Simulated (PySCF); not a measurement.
PBE on Sm (samarium, neutral), [Xe] 4f5 6s2 6p1, one real determinant (an excited configuration). All numbers are calculated (PySCF 2.14, the spin-free X2C one-electron Hamiltonian (Gaussian nucleus), in Sapporo-DKH3-DZP-2012 (9s7p6d4f1g, 97 functions)).

```
cycle= 1 E= -10425.5734448304  delta_E= -0.0381  |g|= 0.136  |ddm|= 0.872
cycle= 2 E= -10425.5773745083  delta_E= -0.00393  |g|= 0.152  |ddm|= 0.623
cycle= 3 E= -10425.5796914721  delta_E= -0.00232  |g|= 0.019  |ddm|= 0.081
cycle= 4 E= -10425.5799556778  delta_E= -0.000264  |g|= 0.00904  |ddm|= 0.0824
cycle= 5 E= -10425.5800062501  delta_E= -5.06e-05  |g|= 0.00472  |ddm|= 0.0478
cycle= 6 E= -10425.5800135783  delta_E= -7.33e-06  |g|= 0.000703  |ddm|= 0.0172
cycle= 7 E= -10425.5800137696  delta_E= -1.91e-07  |g|= 0.000184  |ddm|= 0.00188
cycle= 8 E= -10425.5800137854  delta_E= -1.58e-08  |g|= 6.9e-05  |ddm|= 0.000773
cycle= 9 E= -10425.5800137887  delta_E= -3.3e-09  |g|= 5.49e-06  |ddm|= 0.0003
cycle= 10 E= -10425.5800137887  delta_E= -7.28e-12  |g|= 1.75e-06  |ddm|= 3.15e-05
converged SCF energy = -10425.5800137887  <S^2> = 12.544838  2S+1 = 7.1539746
```

Highest occupied orbital energy: -2.004 eV; ⟨L²⟩ = 27.96; populations by l: s 11.67, p 25.00, d 20.33, f 5.00.

(1) Can this result be used?

Answers

(1) Not for this state. Self-consistency was reached. ⟨L²⟩ = 27.96 against 42 for a pure I term, so this real determinant mixes terms. Spin-orbit coupling, absent here, splits the open shell strongly. ⟨S²⟩ = 12.54 against 12.00 shows spin contamination. The s, p, d and f populations moved away from the nominal configuration during the SCF.
